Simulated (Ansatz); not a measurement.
`FCBCl` + CH₃NH₂ → `CNBCl` + `CF` at 400 K and 1 bar (ligand exchange at a B–C bond).

Program: Ansatz. Geometries: PBE0-D4/def2-TZVP. ΔE: electronic, gas phase. CCSD(T)/CBS adds triple-zeta CCSD(T) − MP2 to the extrapolated MP2 energy (def2 sets, frozen cores). This one scheme is used for every species. Each species was taken in one conformer, which may not be the lowest.

```csv
species,CCSD(T)/CBS energy (Eh),H − E (kJ/mol),S (J/(mol·K))
`FCBCl`,-624.24106,136.5,320.2
CH₃NH₂,-95.75281,185.4,256.0
`CNBCl`,-580.41629,208.2,327.5
`CF`,-139.63461,117.5,234.3
```

H − E and S are ideal-gas, rigid-rotor, harmonic terms from PBE0-D4/def2-TZVP, for one conformer and one mirror image of each species. 1 Eh = 2625.50 kJ/mol, R = 8.31446 J/(mol·K).

**Question.** By hand: ΔE, ΔH, ΔS and ΔG.

**Answer.** ΔE = (-580.41629) + (-139.63461) − (-624.24106) − (-95.75281) = -0.05703 Eh = -149.7 kJ/mol. Δ(H − E) = 208.2 + 117.5 − 136.5 − 185.4 = 3.8, so ΔH = -145.9 kJ/mol. ΔS = 327.5 + 234.3 − 320.2 − 256.0 = -14.4 J/(mol·K). ΔG = -145.9 − 400 × (-14.4)/1000 = -140.1 kJ/mol.

**Question.** By hand: the equilibrium constant, and the temperature at which ΔG would vanish if ΔH and ΔS stayed fixed.

**Answer.** log₁₀ K = −ΔG/(RT ln 10) = 18.3. ΔG = 0 at ΔH/ΔS = 10132 K, far beyond where these terms or the molecules hold.

The number of gas molecules stays the same, so ΔS is small and ΔH decides. A doubt of 5 kJ/mol in ΔE shifts log₁₀ K by 0.7 here. Other conformers and mirror images would add mixing entropy, several J/(mol·K) or more a flexible species. These are equilibria of isolated gas molecules and say nothing of rates. Largest T1 diagnostic: 0.012 (customary marks: 0.02 for closed shells, 0.045 for open ones).
